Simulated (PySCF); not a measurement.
This PySCF input asks for the NMR shieldings of `C(#N)CPc1cccs1`, C6H6NPS; the geometry comes from GFN2-xTB.

```python
import basis_set_exchange as bse
import numpy as np
from pyscf import gto, dft
from pyscf.prop import nmr

atoms = """
N    -2.039616   -0.114297   -1.872755
C    -2.143500    0.324649   -0.821410
C    -2.231021    0.823110    0.517189
P    -1.109326   -0.182135    1.655146
C     0.402690   -0.103934    0.661339
C     0.983918   -1.077475   -0.098939
C     2.192993   -0.659863   -0.692451
C     2.521447    0.616629   -0.369469
S     1.369627    1.339390    0.677239
H    -1.911132    1.869269    0.558004
H    -3.256907    0.747150    0.887658
H    -1.489135   -1.430014    1.142506
H     0.551685   -2.052828   -0.238352
H     2.784862   -1.281583   -1.339826
H     3.369000    1.189922   -0.687790
"""
names = dict.fromkeys(["N", "C", "P", "S", "H"], "pcSseg-1")
basis = {el: gto.basis.parse(bse.get_basis(n, elements=[el], fmt="nwchem")) for el, n in names.items()}
mol = gto.M(atom=atoms, basis=basis, charge=0, verbose=0)
mf = dft.RKS(mol, xc="PBE0")
mf.grids.level = 2
mf.grids.alignment = dft.numint.BLKSIZE   # the property module wants whole blocks of grid points
mf.conv_tol = 1e-9
mf.kernel()

calc = nmr.RKS(mf)   # GIAO
C = mf.mo_coeff
Co = C[:, mf.mo_occ > 0]
resp = mf.gen_response(singlet=True, hermi=2)
def vind(x):   # induced exchange potential for any number of trial vectors
    d = np.einsum("pi,xij,qj->xpq", C, 2 * x.reshape(-1, C.shape[1], Co.shape[1]), Co, optimize=True)
    return np.einsum("xpq,pi,qj->xij", resp(d - d.transpose(0, 2, 1)), C, Co, optimize=True).ravel()
mo1, _ = nmr.rhf.solve_mo1(calc, with_cphf=vind)
sigma = calc.kernel(mo1)
for i, s in enumerate(sigma):   # ppm
    w = np.linalg.eigvalsh((s + s.T) / 2)
    print("%2d %-2s iso %8.1f  s11 %8.1f  s22 %8.1f  s33 %8.1f" % (i, mol.atom_pure_symbol(i), w.mean(), *w))
```

Problem. What does it print?

Solution. 
```
 0 N  iso    -35.7  s11   -208.1  s22   -176.6  s33    277.8
 1 C  iso     65.1  s11    -53.3  s22    -41.8  s33    290.5
 2 C  iso    169.9  s11    158.8  s22    170.6  s33    180.3
 3 P  iso    385.6  s11    326.0  s22    393.0  s33    437.9
 4 C  iso     43.2  s11    -28.9  s22     23.8  s33    134.8
 5 C  iso     44.1  s11    -38.9  s22     38.4  s33    133.0
 6 C  iso     54.4  s11    -26.0  s22     39.4  s33    149.7
 7 C  iso     45.0  s11    -46.6  s22     41.0  s33    140.6
 8 S  iso    259.2  s11     90.0  s22    289.0  s33    398.5
 9 H  iso     29.4  s11     25.7  s22     27.5  s33     35.1
10 H  iso     29.4  s11     24.0  s22     26.9  s33     37.4
11 H  iso     26.9  s11     23.0  s22     25.9  s33     31.8
12 H  iso     24.1  s11     21.1  s22     23.2  s33     27.9
13 H  iso     24.4  s11     21.3  s22     24.9  s33     27.2
14 H  iso     24.2  s11     21.3  s22     23.8  s33     27.3
```

These numbers come from an equivalent density-fitted implementation of the same equations, which agrees with the script to about 0.01 ppm for H and up to a few tenths of a ppm for heavy atoms, so last digits may differ.

Size and cost of the density-fitted run: 197 basis functions, of the order of 120 core-seconds.
